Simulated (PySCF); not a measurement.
A GIAO shielding run with PySCF 2.14.0 with density-fitted response routines (density fitting, non-relativistic, gas phase) on `B[C@H]1[SiH2]C1=C`, C3H7BSi:

```
$ OMP_NUM_THREADS=1 python probes_run.py task.json out

{"job": {"kind": "nmr", "xc": "HF", "basis": "pcSseg-2", "pop": false}, "charge": 0, "multiplicity": 1}
B      1.671097    -0.266574     0.661186
C      0.722804    -0.110332    -0.502267
Si    -0.654696    -1.086839     0.525239
C     -0.618805     0.503001    -0.382601
C     -1.253831     1.572437    -0.850916
H      1.432818     0.270318     1.721661
H      2.661461    -0.948398     0.534646
H      0.970826    -0.577362    -1.467761
H     -1.176951    -2.293481    -0.161271
H     -0.666193    -1.156634     2.003592
H     -2.307257     1.753847    -0.622159
H     -0.737928     2.312849    -1.473054
```

Hardware: 1 thread of an Arm Neoverse V1, shared host. The job also computes ring-centre shieldings.

(1) How large is the calculation?

(2) How long does it take, and how much memory does it need?

(3) And these other runs on the same molecule and hardware: GIAO shielding at B3LYP/pcSseg-2; GIAO shielding at B97-D/pcSseg-2; GIAO shielding at BLYP/pcSseg-2; GIAO shielding at BP86/pcSseg-2; GIAO shielding at KT2/pcSseg-2; GIAO shielding at KT3/pcSseg-2?

## Answers

(1) 44 electrons, 285 basis functions and 778 auxiliary functions.

(2) 21 s of wall time, with 11 SCF cycles and 8 response iterations; peak memory 1.1 GiB. Times on a shared host scatter by some tens of per cent.

(3) B3LYP/pcSseg-2: 285 functions, 39 s; B97-D/pcSseg-2: 285 functions, 52 s; BLYP/pcSseg-2: 285 functions, 49 s; BP86/pcSseg-2: 285 functions, 50 s; KT2/pcSseg-2: 285 functions, 52 s; KT3/pcSseg-2: 285 functions, 52 s.
